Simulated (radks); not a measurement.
Q: All-electron calculation, non-relativistic Kohn-Sham, LB94 model potential, spin-polarised, spherical densities, point nucleus; open shells are filled with parallel spins first (spin-orbit coupling, left out, can overturn this in heavy ions). Program: a radial shooting solver on a logarithmic mesh with Libxc functionals. Response by self-consistent Sternheimer equations with the Hartree and adiabatic LDA kernel. For heavy and open-shell atoms this level of theory can miss by tens of per cent. Rank Rh2+, F3+, Rb+, Ge, S+, Li+ (NIST ground configurations) by static dipole polarisability, largest first.

A: Ge 38.28, S+ 11.19, Rb+ 9.399, Rh2+ 6.865, F3+ 0.9498, Li+ 0.1985 bohr^3.
